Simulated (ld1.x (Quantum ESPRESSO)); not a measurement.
**An all-electron radial function and its pseudo partner (magnesium (Mg))**

Columns: radius, all-electron u(r) and pseudo u(r) of the 2p shell (level -55.83 eV) of magnesium in the configuration [He] 2s2 2p6 3s1 3p0; PW91, scalar-relativistic, TM scheme, ld1.x (Quantum ESPRESSO) 7.5.

| r (bohr) | all-electron | pseudo |
| --- | --- | --- |
| 0.040 | 0.0678 | 0.0294 |
| 0.080 | 0.2155 | 0.1144 |
| 0.120 | 0.3896 | 0.2457 |
| 0.160 | 0.5611 | 0.4091 |
| 0.200 | 0.7152 | 0.5872 |
| 0.240 | 0.8457 | 0.7618 |
| 0.280 | 0.9509 | 0.9170 |
| 0.320 | 1.0315 | 1.0415 |
| 0.360 | 1.0894 | 1.1298 |
| 0.400 | 1.1271 | 1.1820 |
| 0.440 | 1.1474 | 1.2030 |
| 0.480 | 1.1531 | 1.2001 |
| 0.520 | 1.1469 | 1.1808 |
| 0.560 | 1.1311 | 1.1520 |
| 0.600 | 1.1076 | 1.1184 |
| 0.640 | 1.0783 | 1.0826 |
| 0.680 | 1.0446 | 1.0458 |
| 0.720 | 1.0077 | 1.0079 |
| 0.760 | 0.9686 | 0.9686 |
| 0.800 | 0.9281 | 0.9281 |
| 0.840 | 0.8869 | 0.8869 |
| 0.880 | 0.8455 | 0.8455 |
| 0.920 | 0.8043 | 0.8043 |
| 0.960 | 0.7637 | 0.7637 |
| 1.000 | 0.7239 | 0.7239 |
| 1.040 | 0.6852 | 0.6852 |

(1) How many radial nodes do the two functions have?

(2) At about which radius was the pseudo-wave matched?

(3) Where does each function peak?

(4) Is the pseudo-wave norm-conserving?

Results:

(1) The all-electron 2p function has n − l − 1 = 0; the pseudo-wave has 0.

(2) 0.80 bohr. The columns agree to 0.0005 from 0.72 bohr on; several derivatives are matched, so the curves merge somewhat inside the radius.

(3) Outermost all-electron maximum near 0.48 bohr, pseudo maximum near 0.44 bohr (to the table’s step).

(4) Yes: the TM scheme keeps the norm inside the radius equal to the all-electron one, which fixes the energy derivative of the logarithmic derivative at the level.
